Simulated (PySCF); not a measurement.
Level of theory: TPSSh-D3(BJ)/def2-TZVP // PBE0-D3(BJ)/def2-SVP (PySCF 2.14.0). Gas-phase values, no solvent. Delta-SCF ions had no search for a lower state. 

Reference species (SMILES): `C[O][Sn]([F])([F])[F]` (neutral, multiplicity 1).

The S1 oscillator strength comes out as 0.005 and the vertical ionisation energy (Delta-SCF) is 11.25 eV. The HOMO–LUMO gap is 4.66 eV and the HOMO is -8.30 eV.

Changed species: `[F][Sn]([F])([F])[F]` (0 of 4 F replaced by OCH3; the reference has 1 of 4 F replaced by OCH3).

Question: Give the shifts of the S1 oscillator strength, vertical ionisation energy (Delta-SCF), HOMO–LUMO gap and HOMO.

Answer: the S1 oscillator strength is nearly the same; the vertical ionisation energy (Delta-SCF) rises by 2.88 eV, to 14.13 eV; the HOMO–LUMO gap rises by 2.18 eV, to 6.84 eV; the HOMO decreases by 2.91 eV, to -11.21 eV.
